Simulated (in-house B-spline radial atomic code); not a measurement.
A fraction x of an electron is removed from 3d in Zn⁴⁺, starting from [Ar] 3d8 and keeping the highest spin. Level of theory: non-relativistic LDA exchange-only, spin-polarised, spherical fractional occupations, point nucleus; calculated with an all-electron radial atomic-structure program (B-spline basis).

| x | E(x) - E(0) (eV) | 3d down level (eV) |
| --- | --- | --- |
| 0 | 0.0000 | -70.706 |
| 0.05 | 3.5640 | -71.855 |
| 0.21 | 15.3571 | -75.569 |
| 0.26 | 19.1648 | -76.741 |
| 0.43 | 32.5519 | -80.765 |
| 0.5 | 38.2640 | -82.440 |
| 0.73 | 57.8641 | -88.014 |
| 0.84 | 67.6940 | -90.717 |
| 0.93 | 75.9588 | -92.947 |
| 1 | 82.5262 | -94.693 |

The exact functional would give a straight line between the two integer points. Deviations E(x) - E(0) - x[E(1) - E(0)], in eV: -0.562 at x = 0.05, -1.973 at x = 0.21, -2.292 at x = 0.26, -2.934 at x = 0.43, -2.999 at x = 0.5, -2.38 at x = 0.73, -1.628 at x = 0.84, -0.791 at x = 0.93.

The curve lies below the straight line by up to 2.999 eV (at x = 0.5): convex, the delocalisation error that favours fractional charges.

How well does Slater's transition state (minus the level at half occupation) give the ionisation energy?

It gives 82.440 eV against 82.526 eV from the two total energies; NIST lists 82.60 eV, ground level to ground level.
